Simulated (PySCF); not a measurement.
**Arsenic: a sound run and one with changed settings**

Sound run: As [Ar] 3d10 4s2 4p3, As⁺ [Ar] 3d10 4s2 4p2. Calculation: PySCF 2.14, in cc-pVTZ-PP with ECP10MDF (5s4p3d1f, 39 functions); a scalar-relativistic core potential. In the sound run the correlated levels freeze 3s2 3p6 3d10 outside the core potential. The sound run starts from symmetry-adapted Hartree-Fock orbitals and uses a fine grid where one is needed.

Changed run: initial guess minao, at most 50 SCF cycles.

```tsv
species	method	sound run (hartree)	changed run (hartree)	converged
As	UHF	-331.21015	-331.21015	yes
As	PBE0	-332.38465	-332.38465	yes
As	CCSD(T)	-331.29851	-331.29851	yes
As⁺	B3LYP	-332.10957	-332.10957	yes
As⁺	MP2	-330.91787	-330.91787	yes
```

Here the plain start reaches the same solutions.
